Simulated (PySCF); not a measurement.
**BBr₃: umbrella–stretch map**

Level of theory: B3LYP in PySCF with B def2-TZVP, Br def2-TZVP; no relativity; density-fitted integrals.

Rigid scan from the singlet minimum (B–Br 1.909 Å (×3); Br–B–Br 120.0° (×3)). Coordinate: rows: all bonds scaled; columns: angle to the threefold axis. Energies in kJ/mol from the minimum.

**Question.** Give the energy map for rows 0.95, 0.98, 1.00, 1.03, 1.07 and columns 60, 66, 72, 78, 84, 90.

**Answer.** 
```
scale \ angle     60     66     72    78    84    90
         0.95  491.3  291.7  166.7  89.8  47.7  34.2
         0.98  405.3  231.3  121.9  54.2  17.0   5.0
         1.00  367.2  208.2  107.9  45.5  11.1   0.0
         1.03  333.1  194.1  105.7  50.4  19.6   9.6
         1.07  321.7  204.8  129.8  82.2  55.5  46.8
```

**Question.** And the size of the dipole moment (D) on the same grid?

**Answer.** 
```
scale \ angle    60    66    72    78    84    90
         0.95  0.46  0.26  0.14  0.07  0.03  0.00
         0.98  0.53  0.33  0.20  0.11  0.05  0.00
         1.00  0.57  0.37  0.24  0.14  0.07  0.00
         1.03  0.63  0.44  0.30  0.19  0.09  0.00
         1.07  0.71  0.52  0.37  0.24  0.12  0.00
```

The bond scale of lowest energy on the grid is 1.07 (edge) at 60°, 1.03 at 66°, 1.03 at 72°, 1.00 at 78°, 1.00 at 84°, 1.00 at 90°.
